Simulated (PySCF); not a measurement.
Molecule: C$_{4}$H$_{11}$ClSi, net charge 0, singlet state. 
Geometry from a B3LYP-D3(BJ)/def2-TZVP (Ansatz) optimisation:
```xyz
17

C     -2.0460     0.6285    -0.4739
C     -1.3294    -0.6487    -0.0352
C     -2.3347    -1.7047     0.4266
C     -0.2901    -0.3764     1.0660
Si     1.1027     0.7992     0.6489
Cl     1.9803     0.2274    -1.1454
H     -2.7965     0.4098    -1.2354
H     -1.3550     1.3612    -0.8940
H     -2.5560     1.0976     0.3723
H     -0.7955    -1.0493    -0.9025
H     -1.8327    -2.6310     0.7130
H     -2.8996    -1.3487     1.2926
H     -3.0496    -1.9394    -0.3649
H     -0.7907     0.0262     1.9566
H      0.1699    -1.3190     1.3798
H      2.1521     0.7502     1.6894
H      0.6518     2.1959     0.4790
```

Dispersion corrections to the total energy (kcal/mol) from the dftd3 and dftd4 libraries through PySCF: D3(BJ) without and D4 with the three-body term, each with the damping fitted for the functional named.

| functional | D3(BJ) | D4 |
|---|---|---|
| B2GP-PLYP | -6.59 | -4.18 |
| TPSS | -12.97 | -13.04 |
| BP86 | -16.41 | ? |
| PBE0 | ? | -8.26 |
| PW6B95 | -5.37 | -7.98 |
| B3LYP | -17.56 | -15.40 |
| HSE06 | ? | -7.69 |

Q: Complete the blanks.

A: 
- BP86, D4: -13.09
- PBE0, D3(BJ): -9.00
- HSE06, D3(BJ): -7.04
